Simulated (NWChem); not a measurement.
System: C4H8; SMILES C(/C)=C/C

The following NWChem deck was run.

```
start job
memory heap 200 mb stack 900 mb global 1100 mb
geometry units angstroms noautoz
  C      1.593536     0.000000     0.518586
  C      0.669324     0.000000    -0.667547
  C     -0.669324     0.000000    -0.667547
  C     -1.593536     0.000000     0.518586
  H      2.250923    -0.880141     0.501885
  H      2.250923     0.880141     0.501885
  H      1.061101     0.000000     1.473720
  H      1.169574     0.000000    -1.636802
  H     -1.169574     0.000000    -1.636802
  H     -1.061101     0.000000     1.473720
  H     -2.250923    -0.880141     0.501885
  H     -2.250923     0.880141     0.501885
end
basis spherical
  C library def2-svp
  H library def2-svp
end
dft
  xc m06
  iterations 150
  mulliken
end
task dft energy
```

The geometry was optimised at B3LYP/6-31G* (spherical d).

Q: What results follow from this input? (M06/def2-SVP.) Quantities: energy (Ha); highest occupied level (eV); orbital gap (eV); dipole (D).

A: 
```
Item                          Result
---------------------------  -------
energy (Ha)                  -156.97
highest occupied level (eV)    -6.87
orbital gap (eV)                7.74
dipole (D)                      0.25
```
